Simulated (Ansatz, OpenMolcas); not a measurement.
# The same job for OpenMolcas

Ansatz 0.2.0 runs this on CH4BFO2 (SMILES COB(O)F):

run.yaml:
```yaml
crystal:
  periodic: [false, false, false]
  atoms:
    - {symbol: C, position_ang: [-0.649300, 0.491300, -1.085900]}
    - {symbol: O, position_ang: [-0.487000, 0.689600, 0.304600]}
    - {symbol: B, position_ang: [0.320400, -0.085100, 1.049500]}
    - {symbol: O, position_ang: [1.040400, -1.114300, 0.524700]}
    - {symbol: F, position_ang: [0.401500, 0.187700, 2.355300]}
    - {symbol: H, position_ang: [-1.701500, 0.285200, -1.291400]}
    - {symbol: H, position_ang: [-0.040700, -0.337700, -1.451200]}
    - {symbol: H, position_ang: [-0.363100, 1.407000, -1.606600]}
    - {symbol: H, position_ang: [1.567700, -1.570100, 1.184000]}
basis:
  gaussian: {orbitals: def2-SVP}
correlation: {method: ccsd_t, frozen_orbitals: {B: 1, C: 1, F: 1, H: 0, O: 1}}
accuracy: high
scf: {omitted_lower_state_checks: [cluster_reference, increment]}
```

```bash
$ ansatz run run.yaml --threads 1 --pin off --max-ram 3480MiB --events-out events.jsonl --progress --plain --runs-dir runs
```

The coordinates come from a PBE0-D4/def2-TZVP relaxation. This is one conformer, not always the lowest.

It gives a total energy of -314.792731 Eh.

Task: How is this level of theory, on these atoms, set up in OpenMolcas 26.06 as an input file of the program's own?

Result: One way, which was run:

geom.xyz:
```
9

C     -0.649300     0.491300    -1.085900
O     -0.487000     0.689600     0.304600
B      0.320400    -0.085100     1.049500
O      1.040400    -1.114300     0.524700
F      0.401500     0.187700     2.355300
H     -1.701500     0.285200    -1.291400
H     -0.040700    -0.337700    -1.451200
H     -0.363100     1.407000    -1.606600
H      1.567700    -1.570100     1.184000
```

job.inp:
```
&GATEWAY
BasLib=$CurrDir
Coord=geom.xyz
Basis=def2-SVP
Group=NoSym
&SEWARD
&SCF
Thresholds=1e-10 1e-07 1e-07 1e-05
PrOrbitals=1 1
&RASSCF
FileOrb=$Project.ScfOrb
Spin=1
Nactel=0 0 0
Inactive=20
Ras2=0
OutOrbitals=Canonical
OrbListing=Nothing
&MOTRA
JobIph
Frozen=5
&CCSDT
CCT
Triples=2
Iterations=80
Accuracy=1e-08
Extrapolation=5 4
```

```bash
$ export MOLCAS_MEM=1860
$ pymolcas job.inp > job.log
```

(Basis files named in the input come from the Basis Set Exchange and aren't shown.)

Its energy is -314.792731 Eh, the same as the first but for the last digit, at most.
